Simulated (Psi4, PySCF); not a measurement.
H$_{5}$AsGeO$_{3}$, singlet, geometry from GFN2-xTB, atoms displaced at random by about 0.08 Å a coordinate. Base run: PBE0/STO-3G, gradient (PySCF).

The PySCF input:
```python
from pyscf import gto, scf, dft

mol = gto.Mole()
mol.atom = '''
    O    -1.04989055   -0.15226626    1.83871208
    Ge   -0.62359518    0.06771640    0.22204633
    O    -1.20468939    1.67081194   -0.53364318
    O    -1.84344183   -1.18328166   -0.50811255
    As    1.52146193   -0.22202906   -0.67456305
    H    -0.75857099    0.62020243    2.41023799
    H    -2.15486036    1.70312263   -0.54657369
    H    -2.20363352   -1.73031274    0.16356712
    H     1.89821242   -1.26522313    0.78920073
    H     2.10530188    1.02028821    0.42719616
'''
mol.basis = 'sto-3g'
mol.verbose = 4
mol.build()

mf = dft.RKS(mol)
mf.xc = 'pbe0'
mf.kernel()
g = mf.nuc_grad_method()
grad = g.kernel()
```

Programs used: Psi4, PySCF; a row that names a program was run with it.

The coordinate followed is y of atom 2.

Each row names what was changed in the base input (with any setting that the change needs).

| change | dE/dx (Eh/bohr) | net force (Eh/bohr) |
|---|---|---|
| base | 0.005172 | 0.000098 |
| grids.level = 5; grid_response = on | 0.005198 | 0.000000 |
| code = psi4 | 0.005179 | 0.000502 |
| grid_response = on | 0.005206 | 0.000000 |
| finite difference step (bohr) = 0.01; conv_tol = 1e-11 | 0.005206 | - |
| conv_tol = 1e-6 | 0.005175 | 0.000098 |
| density fitting = on | 0.005173 | 0.000098 |
| grids.level = 0; grid_response = on | 0.004106 | 0.000000 |
| grids.level = 0; grid_response = off | 0.005141 | 0.018027 |
| finite difference step (bohr) = 1e-4; conv_tol = 1e-11 | 0.005206 | - |
| conv_tol = 1e-4 | 0.005574 | 0.000098 |
| finite difference step (bohr) = 1e-5; conv_tol = 1e-11 | 0.005205 | - |

The net force is zero for an exact gradient.
